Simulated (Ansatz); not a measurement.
# One elementary step

Start structure (Si₂H₅ClOF₄, closed shell), relaxed at PBE0-D4/def2-TZVP:

Si1  (-1.181, 1.417, 0.572)
O2  (-0.093, 0.415, -0.085)
Si3  (-0.167, -0.671, -1.384)
F4  (-1.241, 2.755, -0.246)
F5  (-0.691, 1.757, 2.021)
Cl6  (-3.010, 0.590, 0.617)
H7  (1.918, -1.579, 1.043)
F8  (1.465, -2.343, 0.749)
H9  (1.380, 0.348, 0.739)
F10  (2.183, 0.099, 1.172)
H11  (-0.927, 0.012, -2.458)
H12  (1.231, -0.908, -1.790)
H13  (-0.866, -1.895, -0.950)
(Å)

The step: Si₂H₃ClOF₂ ([F][Si]([F])([Cl])[O][SiH3]) + HF + HF → SiClF₃ ([F][Si]([F])([F])[Cl]) + SiH₄O ([OH][SiH3]) + HF (still joined by a long Si–O bond); bonds formed: Si1–F8, O2–H9, H7–F10; bonds broken: H7–F8, H9–F10; bonds weakened to dative contacts: Si1–O2. Ansatz 0.2.0; basis: def2-TZVPP and def2-QZVPP; cores frozen in the correlated methods. Extrapolation: Hartree–Fock as exp(−7.88 √X), correlation as X^−2.97. Energies below are by CCSD(T) at an estimated basis limit (MP2 extrapolated from triple and quadruple zeta, plus CCSD(T) − MP2 in triple zeta).

Task: What are the electronic barrier and the energy of the step, from the start structure to the end structure? (Judge from chemistry; the value comes from the calculation.)

Result: The calculation gives: Barrier 0.708 eV; step energy 0.233 eV (uphill); reverse barrier, their difference, 0.475 eV. Barrier and step energy count from the start structure, the reverse barrier from the end structure.

The saddle point: One imaginary mode of 654i cm⁻¹.
```
  pair  start (Å)  saddle (Å)  end (Å)
Si1–F8       4.60        1.92     1.68
 O2–H9       1.69        1.21     0.99
H7–F10       1.70        1.19     0.95
Si1–O2       1.62        1.71     1.81
 H7–F8       0.94        1.10     1.61
H9–F10       0.95        1.12     1.62
```

Zero-point energy (harmonic, PBE0-D4): ZPE is 1.733 eV at the start and 1.662 eV at the saddle, so the barrier goes from 0.708 to 0.638 eV.

No T1 diagnostic of these runs exceeds 0.012.

Steps of this kind, hydrogen fluoride cutting a network bond, underlie vapour etching and the fluorination step of atomic layer etching. Here a small cluster stands in for the surface site.

Labels in which every atom is bracketed show which atoms are joined, not bond orders.

For scale, one of the runs: CCSD(T)/def2-TZVPP, 351 basis functions, launched by `ansatz run in.yaml --threads 4 --pin off --events-out ev --progress --plain --max-ram 66560MiB --backend cuda --devices 0, --max-vram 37GiB`. Hardware: 4 CPU threads of an AMD EPYC 7R13 and a share of one NVIDIA H100, shared host. Wall time 26 s; peak host memory 0.85 GiB.
